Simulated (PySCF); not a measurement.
FH₆N₃Si. Atoms are numbered in the order given.

```xyz
11

N     -0.7498    -0.3092     1.5147
Si    -0.0017     0.0037     0.0000
N      0.3736     1.6652     0.0000
N     -0.7498    -0.3092    -1.5147
F      1.2379    -1.0581     0.0000
H     -0.7394    -1.2481     1.8944
H     -1.5778     0.1987     1.7997
H      0.6999     2.1211    -0.8427
H      0.6999     2.1211     0.8427
H     -1.5778     0.1987    -1.7997
H     -0.7394    -1.2481    -1.8944
```

Geometry optimised at PBE0-D3(BJ)/def2-SVP. One conformer was computed; it need not be the lowest.

Level of theory: PBE/pcSseg-1 run with PySCF.

GIAO shieldings, no solvent; atoms listed in one row are averaged. δ = σ(ref) − σ: ¹⁵N against NH3 (σ = 267.0 ppm); ²⁹Si against TMS (σ = 335.4 ppm); ¹⁹F against CFCl3 (σ = 133.6 ppm); ¹H against TMS (σ = 31.49 ppm), references at their B3LYP-D3(BJ)/def2-TZVP geometries, non-relativistic.

```json
[
 {"nucleus": "¹⁵N", "atoms": "N3", "count": "1", "δ (ppm)": "35.7"},
 {"nucleus": "¹⁵N", "atoms": "N1, N4", "count": "2", "δ (ppm)": "29.7"},
 {"nucleus": "²⁹Si", "atoms": "Si2", "count": "1", "δ (ppm)": "-41.4"},
 {"nucleus": "¹⁹F", "atoms": "F5", "count": "1", "δ (ppm)": "-183.1"},
 {"nucleus": "¹H", "atoms": "H8, H9", "count": "2", "δ (ppm)": "0.91"},
 {"nucleus": "¹H", "atoms": "H11, H6", "count": "2", "δ (ppm)": "0.60"},
 {"nucleus": "¹H", "atoms": "H7, H10", "count": "2", "δ (ppm)": "0.48"}
]
```
